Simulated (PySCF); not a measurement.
Compound: chlorocyclooctane, C₈H₁₅Cl.
Atom-mapped SMILES: `[Cl:1][CH:2]1[CH2:3][CH2:4][CH2:5][CH2:6][CH2:7][CH2:8][CH2:9]1` (hydrogens: H10 on C2; H11, H12 on C3; H13, H14 on C4; H15, H16 on C5; H17, H18 on C6; H19, H20 on C7; H21, H22 on C8; H23, H24 on C9)

Geometry (PBE0-D3(BJ)/def2-SVP, Å), atoms numbered from 1 in this order:
```
atom  x, y, z in Å
Cl1   -0.855   -4.247   -2.663
C2    -0.601   -2.943   -1.427
C3     0.838   -2.458   -1.562
C4     1.305   -1.489   -0.466
C5     1.313   -0.008   -0.853
C6     0.094    0.521   -1.599
C7    -1.239    0.504   -0.861
C8    -1.808   -0.866   -0.481
C9    -1.739   -1.940   -1.576
H10   -0.710   -3.460   -0.460
H11    1.468   -3.360   -1.546
H12    0.976   -2.018   -2.563
H13    2.331   -1.760   -0.174
H14    0.705   -1.648    0.445
H15    2.194    0.173   -1.492
H16    1.478    0.596    0.057
H17    0.304    1.562   -1.895
H18   -0.013   -0.026   -2.552
H19   -1.163    1.123    0.051
H20   -1.977    1.014   -1.503
H21   -2.863   -0.720   -0.201
H22   -1.327   -1.244    0.435
H23   -1.685   -1.481   -2.577
H24   -2.669   -2.529   -1.571
```

Level: PBE0/pcSseg-1 in PySCF, non-relativistic, on one gas-phase PBE0-D3(BJ)/def2-SVP geometry that isn't relaxed in the solvent. The solvent is an IEF-PCM continuum (van der Waals radii × 1.2). The model holds no explicit solvent molecules, cavitation or dispersion.

Gas phase at PBE0/pcSseg-1: HOMO -8.15 eV, LUMO 0.77 eV, dipole 2.51 D.

Q: What does the continuum do to the energy, the frontier levels and the dipole at PBE0/pcSseg-1 in tetrahydrofuran and dichloromethane?

A: 
```
        solvent      ε  E(solvent) − E(gas) (kJ/mol)  polarisation term (kJ/mol)  distortion of the solute (kJ/mol)  HOMO (eV)  LUMO (eV)  dipole (D)
tetrahydrofuran  7.426                        -10.35                      -11.73                               1.38      -8.16       0.82        3.11
dichloromethane   8.93                        -10.76                      -12.26                               1.50      -8.16       0.82        3.13
```

The first energy column is the sum of the next two and covers electrostatics alone. From tetrahydrofuran to dichloromethane the lowering changes by a factor 1.04, Onsager's factor (ε − 1)/(2ε + 1) by 1.04 and ε itself by 1.2.

Q: Which radius a makes the point-dipole formula ΔE = −[(ε − 1)/(2ε + 1)]·μ²/a³ give the value in dichloromethane, with the gas-phase dipole?

A: μ = 0.987 au and |ΔE| = 0.00410 Eh give a = 2.46 Å; the farthest nucleus lies 3.54 Å from the centroid of the nuclei, so such a sphere wouldn't even hold the nuclei. The formula assumes a rigid point dipole at the centre of a sphere.

Q: Give the dipole vector in the frame of the coordinates (D, pointing from negative to positive charge), gas and dichloromethane.

A: Gas (0.39, 1.97, 1.50), solvent (0.47, 2.40, 1.96). Its length changes by +25 % and its direction by 2°.

Q: Which Hirshfeld charges (PBE0/pcSseg-1) respond most in dichloromethane (means over atoms taken as equivalent)?

A: 
```csv
atoms,environment,gas (e),solvent (e),change
Cl1,alkyl chlorine,-0.081,-0.108,-0.027
H10,methine hydrogen,+0.038,+0.045,+0.007
H14/H22,methylene hydrogen,+0.033,+0.036,+0.003
C2,sp3 C–Cl carbon,+0.019,+0.022,+0.003
H13/H21,methylene hydrogen,+0.041,+0.043,+0.002
C4/C8,ring CH2 carbon,-0.063,-0.062,+0.001
H18,methylene hydrogen,+0.032,+0.033,+0.001
H16/H19,methylene hydrogen,+0.036,+0.037,+0.001
H12/H23,methylene hydrogen,+0.034,+0.034,0.000
H11/H24,methylene hydrogen,+0.035,+0.035,0.000
C6,ring CH2 carbon,-0.068,-0.068,0.000
H15/H20,methylene hydrogen,+0.036,+0.037,+0.001
```
